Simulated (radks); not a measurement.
Results of a calculation; reference values are marked as such.
The mean radii <r> (bohr) of the occupied orbitals of an atom or ion are listed with their occupations. Level of theory: scalar-relativistic Kohn-Sham, r2SCAN, spin-polarised, spherical densities, finite nucleus; meta-GGA in the generalised Kohn-Sham scheme; Fermi nuclear charge, rms radius of each element as measured or else 0.836 A^(1/3) + 0.57 fm (a radial shooting solver on a logarithmic mesh with Libxc functionals).

| orbital | occ. | <r> |
|---|---|---|
| 1s up | 1 | 0.01744 |
| 1s down | 1 | 0.01744 |
| 2s up | 1 | 0.07345 |
| 2s down | 1 | 0.07343 |
| 2p up | 3 | 0.06607 |
| 2p down | 3 | 0.06605 |
| 3s up | 1 | 0.1862 |
| 3s down | 1 | 0.1863 |
| 3p up | 3 | 0.1859 |
| 3p down | 3 | 0.1860 |
| 3d up | 5 | 0.1672 |
| 3d down | 4 | 0.1673 |
| 4s up | 1 | 0.3692 |
| 4s down | 1 | 0.3693 |
| 4p up | 1 | 0.3780 |

Name the element and its charge. Open shells, if any, are filled with parallel spins first.

Answer. Z = 77, iridium, charge +47: Ir47+ in [Ar] 3d9 4s2 4p1. The 1s radius gives Z: for a bare nucleus <r> = (2 gamma + 1)/(2Z) with gamma = sqrt(1 - (Z/c)^2), 0.01724 bohr for Z = 77, and screening makes it slightly larger (0.01744 here). The occupations add up to 30, and the charge is Z minus that.
